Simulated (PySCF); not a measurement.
Ranking problems on computed properties.

Species are written as SMILES; each is one conformer at its optimised geometry, gas phase, non-relativistic unless stated; the electronic structure was computed with PySCF and density fitting.

Dipoles, sizes and rotational constants follow the conformer. The torsions of the flexible species, by atom-mapped SMILES:
- `[F:1][CH2:2][C:3]([F:4])([F:5])[C@@:6]1([F:7])[O:8][C@H:9]1[F:10]`: F1–C2–C3–F4 -84°, C2–C3–C6–F7 59°
- `[CH:1]#[C:2][C:3](=[O:4])[NH:5][CH:6]1[CH2:7][CH2:8][CH2:9]1`: C2–C3–N5–C6 180°, C3–N5–C6–C7 129°
- `[CH3:1][O:2][C@:3]([SiH3:4])([C:5]#[N:6])[CH:7]=[O:8]`: C1–O2–C3–Si4 167°, O2–C3–C7–O8 174°
- `[CH3:1][C:2](=[O:3])[NH:4][C:5]1=[CH:6][CH:7]=[CH:8][CH2:9]1`: C1–C2–N4–C5 180°, C2–N4–C5–C6 180°

(1) Rank by smallest rotational constant, highest first (GFN2-xTB).
A. `FCC(F)(F)[C@@]1(F)O[C@H]1F`
B. `CC(=O)NC1=CC=CC1`
C. `C#CC(=O)NC1CCC1`
D. `CO[C@]([SiH3])(C#N)C=O`

(2) By how much do the two ends of that ranking differ?

(3) Rank by lowest singlet excitation, highest first (TDDFT PBE0/def2-SVPD at GFN2-xTB geometries).
A. `CO[C@]([SiH3])(C#N)C=O`
B. `C1CCC1NC(=O)C#C`
C. `FCC(F)(F)[C@@]1(F)O[C@H]1F`
D. `CC(=O)NC1=CC=CC1`

(4) By how much do the two ends of that ranking differ?

(5) Rank by HOMO energy, highest first (PBE0/def2-SVPD at GFN2-xTB geometries).
A. `FCC(F)(F)[C@@]1(F)O[C@H]1F`
B. `O([C@@](C=O)(C#N)[SiH3])C`
C. `CC(=O)NC1=CC=CC1`
D. `C#CC(=O)NC1CCC1`

(6) Rank by dipole moment, lowest first (PBE0/def2-SVPD at GFN2-xTB geometries).
A. `FCC(F)(F)[C@@]1(F)O[C@H]1F`
B. `CO[C@]([SiH3])(C#N)C=O`
C. `C(#C)C(=O)NC1CCC1`
D. `CC(=O)NC1=CC=CC1`

(7) Rank by electronic spatial extent ⟨r²⟩ about the centre of nuclear charge, lowest first (PBE0/def2-SVPD at GFN2-xTB geometries).
A. `N(C(=O)C)C1CC=CC=1`
B. `C#CC(=O)NC1CCC1`
C. `[C@@](C#N)([SiH3])(OC)C=O`
D. `FCC(F)(F)[C@@]1(F)O[C@H]1F`

(8) Rank by lowest triplet excitation (Tamm–Dancoff), highest first (TDA PBE0/def2-SVPD at GFN2-xTB geometries).
A. `CC(=O)NC1=CC=CC1`
B. `FCC(F)(F)[C@@]1(F)O[C@H]1F`
C. `N(C(C#C)=O)C1CCC1`
D. `[C@](OC)(C#N)(C=O)[SiH3]`

(9) By how much do the two ends of that ranking differ?

## Answers

(1) D (1.388 GHz), A (1.149 GHz), B (0.827 GHz), C (0.761 GHz).

(2) By 0.627 GHz, between `CO[C@]([SiH3])(C#N)C=O` and `C#CC(=O)NC1CCC1`.

(3) C (8.68 eV), B (4.93 eV), D (4.50 eV), A (4.15 eV).

(4) By 4.53 eV, between `FCC(F)(F)[C@@]1(F)O[C@H]1F` and `CO[C@]([SiH3])(C#N)C=O`.

(5) C (-5.73 eV), D (-7.49 eV), B (-7.98 eV), A (-9.47 eV).

(6) A (1.79 D), D (3.26 D), C (3.96 D), B (4.27 D).

(7) C (1108 bohr²), D (1156 bohr²), A (1372 bohr²), B (1531 bohr²).

(8) B (7.93 eV), C (4.40 eV), D (3.54 eV), A (2.81 eV).

(9) By 5.12 eV, between `FCC(F)(F)[C@@]1(F)O[C@H]1F` and `CC(=O)NC1=CC=CC1`.
